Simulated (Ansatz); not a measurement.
Species: sum formula H4SiNO (charge 0, doublet). It need not be the lowest isomer of its formula. 
Geometry from a B3LYP-D3(BJ)/def2-TZVP (Ansatz, a program for electronic structure) optimisation:
SMILES: [SiH2](N)[O]
```xyz
7

N      1.4594     0.0991    -0.1778
Si    -0.2381     0.1100    -0.3196
O     -1.1924    -0.3708     0.9490
H      1.9622     0.9023     0.1641
H      1.9871    -0.7506    -0.0554
H     -0.6255     1.4944    -0.6717
H     -0.6673    -0.9138    -1.3103
```
Charge 0, spin multiplicity 2.

Basis-set convergence of Hartree-Fock and MP2 correlation energies (hartree) with Ansatz. Valence correlation only, unless marked. Open shells are spin-unrestricted. No spin-orbit coupling. No relativistic terms.

```tsv
basis	functions	E(HF)	E(corr, MP2)
cc-pV(D+d)Z	71	-420.60003	-0.41093
cc-pV(T+d)Z	155	-420.66687	-0.52588
cc-pV(Q+d)Z	294	-420.68186	-0.56799
```

Extrapolating the two largest sets (X = 3 and 4) as X^-3: E(corr) = (64·(-0.56799) - 27·(-0.52588))/37 = -0.5987 Eh, an estimate of the basis-set limit. The largest set recovers 94.9 % of it, the smallest 68.6 %.
